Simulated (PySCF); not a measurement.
CBr2F2, SMILES FC(F)(Br)Br. Atoms are numbered in the order given.

```xyz
5

F      0.0000     1.0711    -1.4352
C      0.0000     0.0000    -0.6639
F      0.0000    -1.0711    -1.4352
Br    -1.5993     0.0000     0.4259
Br     1.5993     0.0000     0.4259
```

Geometry: PBE0-D3(BJ)/def2-SVP.

These are PBE/pcSseg-1 (PySCF) values and carry that method's errors.

GIAO shieldings, no solvent; atoms alike by connectivity are averaged. δ = σ(ref) − σ: ¹⁹F against CFCl3 (σ = 133.6 ppm); ¹³C against TMS (σ = 182.0 ppm), references at their B3LYP-D3(BJ)/def2-TZVP geometries, non-relativistic (without spin–orbit terms, shifts of atoms bonded to Cl or Br come out too high).

| nucleus | atoms | count | δ (ppm) |
|---|---|---|---|
| ¹⁹F | F1, F3 | 2 | -3.2 |
| ¹³C | C2 | 1 | 158.1 |
